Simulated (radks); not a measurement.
Problem. Coherent X-ray form factor from a spherical all-electron density. Method: scalar-relativistic Kohn-Sham, PBE, spin-polarised, spherical densities, point nucleus; computed with a radial shooting solver on a logarithmic mesh with Libxc functionals.

sin(theta)/lambda (1/angstrom),f0 (electrons)
0.05,11.791
0.1,11.230
0.15,10.475
0.2,9.685
0.25,8.953
0.3,8.305
0.4,7.198
0.5,6.207
0.6,5.282
0.8,3.739
1,2.702
1.25,1.970
1.5,1.600
2,1.264

The species is in the configuration that NIST lists as its ground one. Which atom or ion scatters so?

Solution. The silicon ion Si2+, [Ne] 3s2. Extrapolating in s^2 from the first two rows gives f0(0) = 12.0, near the electron count 12; among species with that count, the fall with angle is slower the higher Z, and the table is that of Z = 14; from so few rows the species is fixed only to a neighbour or two.
